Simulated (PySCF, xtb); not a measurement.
C7H9O, SMILES Cc1ccc([OH2+])cc1, charge +1.

Harmonic wavenumbers (cm⁻¹) from GFN2-xTB in xtb at its own minimum, in rising order: 24, 93, 129, 278, 319, 368, 379, 426, 458, 599, 643, 683, 787, 825, 848, 856, 897, 905, 925, 985, 1009, 1020, 1105, 1131, 1180, 1246, 1260, 1334, 1337, 1397, 1409, 1453, 1457, 1465, 1569, 1601, 3010, 3052, 3066, 3092, 3093, 3113, 3113, 3252, 3254.

Q: What does PBE0-D3(BJ)/def2-SVP (PySCF) give at its own minimum? (An estimate is asked for; the answer gives what the named calculation found.)

A: 25, 137, 166, 303, 318, 399, 426, 456, 488, 620, 644, 698, 711, 811, 829, 835, 965, 1001, 1006, 1017, 1049, 1051, 1117, 1129, 1188, 1257, 1311, 1394, 1402, 1437, 1461, 1474, 1535, 1612, 1668, 1698, 3067, 3156, 3190, 3217, 3226, 3232, 3243, 3667, 3754. Paired by order, the mean absolute difference is 71 cm⁻¹ and the zero-point energies are 86.4 and 90.6 kcal/mol.
